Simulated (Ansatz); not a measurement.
Consider the cleavage of the Sn–Al bond: `[OH][SnH2][AlH2]` + CH₃NH₂ → `C[NH][SnH2][OH]` + `[AlH3]`.

Isolated molecules relaxed with PBE0-D4/def2-TZVP in Ansatz; ΔE leaves out vibrations. CBS: MP2 limit from def2 TZ/QZ plus the TZ coupled-cluster correction, frozen cores. This one scheme is used for every species. Functionals use def2-TZVPP. B3LYP here is the variant with VWN-RPA as its local correlation; programs differ in this. def2 core potentials past Kr. For Sn outer-core shells are correlated without core-valence functions, which leaves a few kJ/mol of doubt a bond. One conformer a species, not always the lowest.

```json
{"level": "PBE-D4", "ΔE (kJ/mol)": "50.9", "difference from CCSD(T)/CBS": "13.6"}
{"level": "r2SCAN-D4", "ΔE (kJ/mol)": "44.8", "difference from CCSD(T)/CBS": "7.5"}
{"level": "PBE0-D4", "ΔE (kJ/mol)": "51.4", "difference from CCSD(T)/CBS": "14.1"}
{"level": "B3LYP-D4", "ΔE (kJ/mol)": "40.8", "difference from CCSD(T)/CBS": "3.5"}
{"level": "ωB97X-V", "ΔE (kJ/mol)": "36.5", "difference from CCSD(T)/CBS": "-0.8"}
{"level": "ωB97M-V", "ΔE (kJ/mol)": "37.6", "difference from CCSD(T)/CBS": "0.3"}
{"level": "B2PLYP", "ΔE (kJ/mol)": "39.2", "difference from CCSD(T)/CBS": "1.9"}
{"level": "PBE", "ΔE (kJ/mol)": "54.5", "difference from CCSD(T)/CBS": "17.2"}
{"level": "r2SCAN", "ΔE (kJ/mol)": "45.8", "difference from CCSD(T)/CBS": "8.5"}
{"level": "PBE0", "ΔE (kJ/mol)": "54.5", "difference from CCSD(T)/CBS": "17.2"}
{"level": "B3LYP", "ΔE (kJ/mol)": "46.5", "difference from CCSD(T)/CBS": "9.2"}
{"level": "HF/def2-TZVPP", "ΔE (kJ/mol)": "39.1", "difference from CCSD(T)/CBS": "1.8"}
{"level": "MP2/def2-TZVPP", "ΔE (kJ/mol)": "30.8", "difference from CCSD(T)/CBS": "-6.5"}
{"level": "SCS-MP2/def2-TZVPP", "ΔE (kJ/mol)": "29.7", "difference from CCSD(T)/CBS": "-7.6"}
{"level": "CCSD/def2-TZVPP", "ΔE (kJ/mol)": "37.7", "difference from CCSD(T)/CBS": "0.4"}
{"level": "CCSD(T)/def2-TZVPP", "ΔE (kJ/mol)": "35.7", "difference from CCSD(T)/CBS": "-1.6"}
{"level": "HF/def2-QZVPP", "ΔE (kJ/mol)": "37.7", "difference from CCSD(T)/CBS": "0.4"}
{"level": "MP2/def2-QZVPP", "ΔE (kJ/mol)": "31.2", "difference from CCSD(T)/CBS": "-6.1"}
{"level": "SCS-MP2/def2-QZVPP", "ΔE (kJ/mol)": "30.2", "difference from CCSD(T)/CBS": "-7.1"}
{"level": "HF/CBS(def2)", "ΔE (kJ/mol)": "37.5", "difference from CCSD(T)/CBS": "0.2"}
{"level": "MP2/CBS(def2)", "ΔE (kJ/mol)": "32.4", "difference from CCSD(T)/CBS": "-4.9"}
{"level": "CCSD/CBS(def2)", "ΔE (kJ/mol)": "39.2", "difference from CCSD(T)/CBS": "1.9"}
{"level": "CCSD(T)/CBS", "ΔE (kJ/mol)": "37.3", "difference from CCSD(T)/CBS": "0"}
```

Largest T1 diagnostic among the species: 0.014.

The D4 term adds −5.7 kJ/mol with B3LYP and −3.1 kJ/mol with PBE0; it sums over pairs of atoms, weighted by their polarisabilities, and B3LYP, whose exchange is more repulsive, gets the larger term. In def2-TZVPP, CCSD(T) changes the Hartree–Fock value by −3.3 kJ/mol (the triples alone add −2.0 kJ/mol) and MP2 by −8.2 kJ/mol.
